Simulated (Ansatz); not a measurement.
Wavefunction ladder for `C[O][Ga][O]C` radical

```csv
atom,x (Å),y (Å),z (Å)
C1,1.7575,-0.2376,1.5131
O2,0.5628,-0.9206,1.8302
Ga3,-0.8781,-0.8378,0.7697
O4,-0.6456,0.1814,-0.7007
C5,-1.5827,0.4334,-1.7132
H6,2.5787,-0.9577,1.4292
H7,1.6985,0.3242,0.5745
H8,2.0011,0.4654,2.3172
H9,-1.1225,1.1095,-2.4406
H10,-2.4903,0.9182,-1.3342
H11,-1.8794,-0.4784,-2.2452
```

The species carries charge 0 and has multiplicity 2. Correlated methods include outer-core shells of Ga, which these sets cover unevenly. Scalar relativity is left out up to krypton. Geometry: relaxed with PBE0-D4/def2-TZVP. It is one conformer, not always the lowest. Frozen core, unrestricted reference, Ansatz.

| basis | HF (Eh) | MP2 corr. |
| --- | --- | --- |
| def2-SVP | -2151.77966 | -0.84857 |
| def2-TZVPP | -2152.30402 | -1.02852 |
| def2-QZVPP | -2152.35592 | -1.33376 |

Problem. Estimate the CCSD correlation energy and the (T) correction in each basis where they were run (hartree).

Solution. 
| basis | CCSD corr. | (T) |
| --- | --- | --- |
| def2-SVP | -0.87672 | -0.02535 |
| def2-TZVPP | -1.04924 | -0.04175 |
